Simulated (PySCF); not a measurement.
GaH4O2P.

```xyz
8

Ga    -0.3155     0.0022     0.0000
O     -1.2140    -0.0062    -1.5437
H     -2.1753    -0.0039    -1.4913
O     -1.2140    -0.0062     1.5437
H     -2.1753    -0.0039     1.4913
P      1.9601     0.1151     0.0000
H      2.0769    -0.8429     1.0473
H      2.0769    -0.8429    -1.0473
```
Charge 0, spin multiplicity 1.

Geometry: ωB97X-D3(BJ)/def2-SVP. The structure was generated by enumeration; whether it is a known compound was not checked. One conformer was computed; it need not be the lowest.

These are PBE/pcSseg-1 in PySCF values and carry that method's errors. Non-relativistic, no solvent.

Computed absolute GIAO shielding of each atom: isotropic value and principal components (ppm):
| atom | σ(iso) | σ11 | σ22 | σ33 | span |
|---|---|---|---|---|---|
| Ga1 | 1296.7 | 1115.3 | 1272.0 | 1502.8 | 387.5 |
| O2 | 236.3 | 133.4 | 268.8 | 306.7 | 173.3 |
| H3 | 29.1 | 22.2 | 22.6 | 42.4 | 20.2 |
| O4 | 236.3 | 133.4 | 268.8 | 306.7 | 173.3 |
| H5 | 29.1 | 22.2 | 22.6 | 42.4 | 20.2 |
| P6 | 624.6 | 551.3 | 632.5 | 690.1 | 138.8 |
| H7 | 29.9 | 24.2 | 26.9 | 38.5 | 14.3 |
| H8 | 29.9 | 24.2 | 26.9 | 38.5 | 14.3 |
